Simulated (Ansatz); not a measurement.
Gas-phase reaction in SMILES: C[SiH](C)C [trimethylsilane] → C[SiH]C + [CH3] (CH3) (the C-Si bond at the site shown breaks; other sites are not compared here)
Structures are relaxed separately at B3LYP-D3(BJ)/def2-TZVP in Ansatz (a program for electronic structure).
Geometry of the first species:
```xyz
14

Si     0.0839    -0.0328     0.3680
C      1.6437    -0.3337    -0.6338
C     -1.2241    -1.3084    -0.0671
C     -0.5677     1.7000     0.0512
H      0.4134    -0.1615     1.8143
H      2.4215     0.3905    -0.3820
H      2.0455    -1.3325    -0.4498
H      1.4412    -0.2475    -1.7043
H     -0.8673    -2.3224     0.1259
H     -1.4931    -1.2448    -1.1244
H     -2.1338    -1.1577     0.5181
H     -0.8214     1.8334    -1.0034
H     -1.4670     1.8980     0.6383
H      0.1753     2.4562     0.3137
```
Charge 0, spin multiplicity 1.

Wanted: bond dissociation energy (electronic energy difference), in kcal/mol. Valence correlation only, unless marked. Open shells are spin-unrestricted. No spin-orbit coupling. Non-relativistic. CBS(X,Y): correlation extrapolated as X^-3; Hartree-Fock from the larger set.

| level | program | bond dissociation energy (kcal/mol) |
|---|---|---|
| BLYP-D3(BJ)/def2-TZVPD | Ansatz + dftd3 | 89.0 |
| B3LYP/def2-TZVPD | Ansatz | 88.0 |
| PBE0/def2-SVP | Ansatz | 91.5 |
| PBE0-D4/def2-TZVP | Ansatz + dftd4 | 92.1 |
| BHLYP/def2-TZVPD | Ansatz | 88.2 |
| CAM-B3LYP-D3(BJ)/def2-TZVPD | Ansatz + dftd3 | 92.4 |
| B2PLYP/def2-TZVPD | Ansatz | 91.2 |

### Question
Estimate the value at CCSD(T)/CBS(aug-cc-pV(T+d)Z,aug-cc-pV(Q+d)Z) as computed with Ansatz.

### Answer
95.5 kcal/mol
